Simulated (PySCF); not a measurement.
C₆H₅ClSi (triplet state).
Geometry (PBE0-D3(BJ)/def2-SVP, Å), atoms numbered from 1 in this order:
```xyz
13
C6H5ClSi angstrom
Cl     4.0289   -1.0600   -0.3214
Si     2.7948    0.6058   -0.3826
C      0.9786    0.3098   -0.1488
C      0.0678    1.3830   -0.1517
C     -1.2912    1.1491    0.0273
C     -1.7661   -0.1511    0.2111
C     -0.8684   -1.2195    0.2140
C      0.4940   -0.9996    0.0361
H      0.4213    2.4081   -0.2933
H     -1.9878    1.9912    0.0242
H     -2.8342   -0.3307    0.3522
H     -1.2323   -2.2402    0.3570
H      1.1860   -1.8451    0.0404
```

The hyperfine couplings belong to this conformer and change with its torsions.

As a line formula: `Cl[Si]C1=CC=CC=C1` [triplet].

Method used: PySCF, UKS B3LYP, IGLO-III on C Cl Si, pcH-1 on H, non-relativistic, mean-field spin-orbit, GIAO. One conformer (not necessarily the lowest) at the PBE0-D3(BJ)/def2-SVP geometry, without solvent, vibrations or thermal averaging. This triplet need not be the ground state; the singlet was not compared here. No stability test was run, so a lower SCF solution isn't excluded.

Task: Give the principal g shifts and their parts.

Result: 
```
                    Δg (ppm)      1     2     3
relativistic mass correction   -166  -166  -166
            gauge correction     42    63    24
   orbital Zeeman/spin–orbit  -1526  1999  2309
                       total  -1650  1896  2166
```

So g = 2.00067, 2.00422, 2.00449 and g_iso = 2.00312; the tensor is close to axial: the two nearest values differ by 7 % of g3 − g1. Axes: g1 points within 5° of the C8–H13 bond and g2 is normal to the molecular plane.

Task: Average each term over the three axes. Which is largest in size?

Result: The orbital-Zeeman/spin–orbit term 927, the mass correction -166 and the gauge correction 43 ppm, for a total of 804 ppm. The orbital-Zeeman/spin–orbit term is the largest in size. The mass correction is the same along every axis, so the anisotropy comes from the other two: their spans along these axes are 40 (gauge) and 3835 ppm (orbital Zeeman/spin–orbit).

Task: What effective moment and Curie constant follow for a powder at temperatures where kT is far above the zero-field splitting?

Result: With the mean of g² = 4.0125 and S(S+1) = 2.00: μ_eff = √(⟨g²⟩S(S+1)) = 2.833 μB and χT = 0.12505·⟨g²⟩·S(S+1) = 1.004 cm³ K/mol (cgs; spin-Hamiltonian part alone).

Task: At 94.351 GHz, how far is the centre of the isotropic spectrum from where a free electron (g = 2.002319) resonates, zero-field splitting left aside?

Result: B = hν/(g μB) with μB/h = 13.99624 MHz/mT gives 3366.68 mT for the free electron and 3365.33 mT at g_iso, 1.35 mT lower.

The Mulliken spin populations are largest on Si2 (+1.64), Cl1 (+0.15), C8 (+0.13) and C6 (+0.13).

The HOMO–LUMO gaps are 3.81 eV among the α and 3.18 eV among the β orbitals.
